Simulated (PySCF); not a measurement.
A species of formula C5H11FN2Si has this rotational fingerprint, computed with PBE0/pcSseg-1 in PySCF (dipole) on a GFN2-xTB geometry, gas phase:

```
Rotational constants : A = 2958, B = 717.5, C = 616.9 MHz
Dipole components    : |μa| = 0.89 D, |μb| = 1.58 D, |μc| = 0.04 D
Inertial defect      : -55.98 u·Å²
κ                    : -0.91
```

Task: Which structure is it? (One computed conformer of each.)
A. `[CH3:1]/[N:2]=[CH:3]/[C@@H:4]1[CH2:5][Si@@H:6]([CH2:7][F:8])[NH:9]1` with N2–C3–C4–C5 104°, C5–Si6–C7–F8 -103°, C3–C4–C5–Si6 -105°, C4–C5–Si6–C7 -118°, C5–Si6–N9–C4 13°, C3–C4–N9–Si6 101°
B. `[CH3:1][C@:2]1(/[CH:3]=[CH:4]\[F:5])[CH2:6][NH:7][SiH2:8][NH:9]1` with C1–C2–C3–C4 -67°, C1–C2–C6–N7 -84°, C2–C6–N7–Si8 -31°, C6–N7–Si8–N9 13°, N7–Si8–N9–C2 10°
C. `[CH2:1]=[CH:2][Si@@H:3]1[NH:4][CH2:5][C@@H:6]([CH2:7][F:8])[NH:9]1` with C1–C2–Si3–N4 -144°, C5–C6–C7–F8 -169°, C2–Si3–N4–C5 -140°, Si3–N4–C5–C6 34°, N4–C5–C6–C7 -155°, C5–C6–N9–Si3 22°

Result: C. It is C=C[Si@@H]1NC[C@@H](CF)N1, a near-prolate asymmetric top, point group C1. The candidates at the same level (rigid rotor, commonest isotopes):

```json
{"SMILES": "C=C[Si@@H]1NC[C@@H](CF)N1", "A (MHz)": "2958", "B (MHz)": "717.5", "C (MHz)": "616.9", "μa (D)": "0.89", "μb (D)": "1.58", "μc (D)": "0.04", "Δ (u·Å²)": "-55.98", "point group": "C1", "rotor": "near-prolate asymmetric top"}
{"SMILES": "C/N=C/[C@@H]1C[Si@@H](CF)N1", "A (MHz)": "3432", "B (MHz)": "614.9", "C (MHz)": "582.6", "μa (D)": "2.48", "μb (D)": "1.18", "μc (D)": "0.30", "Δ (u·Å²)": "-101.66", "point group": "C1", "rotor": "near-prolate asymmetric top"}
{"SMILES": "C[C@]1(/C=C\\F)CN[SiH2]N1", "A (MHz)": "3006", "B (MHz)": "865.2", "C (MHz)": "814.0", "μa (D)": "0.02", "μb (D)": "0.76", "μc (D)": "0.54", "Δ (u·Å²)": "-131.32", "point group": "C1", "rotor": "near-prolate asymmetric top"}
```

`C/N=C/[C@@H]1C[Si@@H](CF)N1` has A 16 % too high; `C[C@]1(/C=C\F)CN[SiH2]N1` has C 32 % too high. No structure here is proved a minimum.
